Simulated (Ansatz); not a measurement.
`C[CH2][GaH][Cl]` + H₂Se → `C[CH2][GaH][SeH]` + HCl  (ligand exchange at a Ga–Cl bond)

Computed with Ansatz on PBE0-D4/def2-TZVP structures; ΔE is electronic, products minus reactants. CCSD(T)/CBS adds triple-zeta CCSD(T) − MP2 to the extrapolated MP2 energy (def2 sets, frozen cores). This one scheme is used for every species. Functionals use def2-TZVPP. B3LYP here is the variant with VWN-RPA as its local correlation; programs differ in this. For Ga, Se outer-core shells are correlated without core-valence functions, which leaves a few kJ/mol of doubt a bond. Scalar relativity is left out up to krypton. Each species was taken in one conformer, which may not be the lowest.

| level | ΔE (kcal/mol) | difference from CCSD(T)/CBS |
| --- | --- | --- |
| PBE-D4 | 2.4 | -0.2 |
| r2SCAN-D4 | 3.5 | 0.9 |
| PBE0-D4 | 2.9 | 0.3 |
| B3LYP-D4 | 3.7 | 1.1 |
| ωB97X-V | 4.6 | 2.0 |
| ωB97M-V | 4.1 | 1.5 |
| B2PLYP | 4.2 | 1.6 |
| r2SCAN | 3.8 | 1.2 |
| B3LYP | 5.0 | 2.4 |
| HF/def2-TZVPP | 7.5 | 4.9 |
| MP2/def2-TZVPP | 2.3 | -0.3 |
| CCSD(T)/def2-TZVPP | 2.8 | 0.2 |
| MP2/def2-QZVPP | 2.3 | -0.3 |
| SCS-MP2/def2-QZVPP | 3.6 | 1.0 |
| HF/CBS(def2) | 7.7 | 5.1 |
| CCSD/CBS(def2) | 3.2 | 0.6 |
| CCSD(T)/CBS | 2.6 | 0 |

Largest T1 diagnostic among the species: 0.011.

In def2-TZVPP, CCSD(T) changes the Hartree–Fock value by −4.7 kcal/mol (the triples alone add −0.6 kcal/mol) and MP2 by −5.2 kcal/mol. The D4 term adds −1.3 kcal/mol with B3LYP and −0.8 kcal/mol with PBE0; it sums over pairs of atoms, weighted by their polarisabilities, and B3LYP, whose exchange is more repulsive, gets the larger term.
